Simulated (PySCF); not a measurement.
Ionisation energy of Ti+ by level of theory

Ti+ [Ar] 3d2 4s1 (4F) → Ti(2+) [Ar] 3d2 (3F), as a difference of total energies. Calculation: PySCF 2.14, in jorge-DZP-DKH (8s6p2d1f, 43 functions); the spin-free X2C one-electron Hamiltonian (Gaussian nucleus). Correlated levels: valence: [Ar] frozen. The calculations carry no spin-orbit coupling.

```
           method  ionisation energy (eV)
              UHF                  12.916
            M06-L                  12.892
             PBE0                  13.746
    MP2 (valence)                  13.040
SCS-MP2 (valence)                  12.957
```

**Question.** How much does correlation contribute at MP2 (valence)?

**Answer.** 13.040 − (12.916) = 0.124 eV, measured against UHF.

The reference lies between the lowest fine-structure levels, while these numbers refer to the centres of the terms.

Errors of the correlated levels include the incompleteness of this basis and the frozen core.

For comparison: 13.575 eV (measured; NIST Atomic Spectra Database, ionization energies).
